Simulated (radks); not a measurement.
Results of a calculation; reference values are marked as such.
Valence configurations of Cr3+ (all share [Ar]). Level of theory: scalar-relativistic Kohn-Sham, r2SCAN, spin-unpolarised, spherical densities, finite nucleus; meta-GGA in the generalised Kohn-Sham scheme; Fermi nuclear charge, rms radius 3.6452 fm (a radial shooting solver on a logarithmic mesh with Libxc functionals). Energies are relative to 3d3; eigenvalues in eV.

valence,E (eV),e(3d),e(4p),e(4s)
3d3,0.000,-38.773,-,-
3d1 4s2,29.366,-53.343,-,-34.294
3d2 4p1,19.410,-46.859,-25.003,-
3d0.5 4s2 4p0.5,43.376,-57.778,-28.216,-35.888
3d1.5 4s1 4p0.5,24.031,-50.028,-25.993,-33.076
3d2 4s1,12.684,-45.823,-,-31.345
3d2.5 4p0.5,9.124,-42.778,-23.449,-
3d0.5 4s1 4p1.5,51.002,-58.748,-28.719,-36.299
4p3,74.629,-,-30.384,-
3d2.5 4s0.5,5.916,-42.257,-,-29.606

NIST lists [Ar] 3d3 as the ground configuration; this level of theory agrees among the configurations tried. The energies are those of spherical spin-averaged densities, not of single terms.
